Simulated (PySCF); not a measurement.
## Ionisation energy of Ir²⁺ by level of theory

Ir²⁺ [Xe] 4f14 5d7 (4F) → Ir³⁺ [Xe] 4f14 5d6 (5D), as a difference of total energies. All numbers are calculated (PySCF 2.14, the spin-free X2C one-electron Hamiltonian (Gaussian nucleus), in ANO-RCC-VTZP (8s7p5d3f1g, 84 functions)). The calculations carry no spin-orbit coupling.

```csv
method,ionisation energy (eV)
UHF,27.503
M06-L,28.942
LC-wPBE,29.035
B3LYP,29.430
```

The reference lies between the lowest fine-structure levels, while these numbers refer to the centres of the terms.

For comparison: 28 ± 1.6 eV (theoretical estimate listed by NIST; NIST Atomic Spectra Database, ionization energies).
